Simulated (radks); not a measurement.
Values are calculated unless marked as measured or tabulated.
Species: Ba39+. Configuration: [Ne] 3s2 3p5 (the NIST ground configuration). Code: a radial shooting solver on a logarithmic mesh with Libxc functionals. Model: scalar-relativistic Kohn-Sham, PBE, spin-unpolarised, spherical densities, point nucleus.

Radial electron density D(r) = 4 pi r^2 rho(r):

r (bohr)  D(r) (e/bohr)
0.001624          5.469
0.002064          8.065
0.002603          11.59
0.003309          16.59
0.004207          23.24
0.005305          31.37
0.006744          41.37
0.008505          51.91
0.01081           62.32
0.01374           70.16
0.01733           73.34
0.02204           71.37
0.02779           66.49
0.03533           63.67
0.04491           68.68
0.05664           80.43
0.072             89.35
0.09153           81.40
0.1154            57.68
0.1467            35.68
0.1851            32.14
0.2352            35.95
0.2991            27.64
0.3771            12.12
0.4794            2.550
0.6095           0.2259
0.7686         0.007852

D(r) has 3 maxima, at r = 0.0178, 0.0743, 0.233 bohr, and minima at 0.0348, 0.172 bohr, inside which lie 1.98, 10.45 electrons.
